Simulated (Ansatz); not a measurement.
Calculated with Ansatz (gas phase, PBE0-D4/def2-TZVP geometries, no zero-point term in ΔE). CCSD(T)/CBS adds triple-zeta CCSD(T) − MP2 to the extrapolated MP2 energy (def2 sets, frozen cores). One conformer a species, not always the lowest.

Consider the isomerisation: `CC/C=C/[SiH3]` → `C1CC[SiH2]C1`.

```
        species  MP2/CBS(def2) energy (Eh)
`CC/C=C/[SiH3]`                 -447.19038
 `C1CC[SiH2]C1`                 -447.22715
```

Task: Work out ΔE.

Result: ΔE = (-447.22715) − (-447.19038) = -0.03677 Eh = -96.5 kJ/mol. CCSD(T)/CBS gives -85.8 kJ/mol.

Largest T1 diagnostic among the species: 0.011.

From PBE to PBE0 (25 % exact exchange), in def2-TZVPP and without D4, ΔE moves by −11.1 kJ/mol. In def2-TZVPP, CCSD(T) changes the Hartree–Fock value by −27.2 kJ/mol (the triples alone add −0.2 kJ/mol) and MP2 by −38.0 kJ/mol.
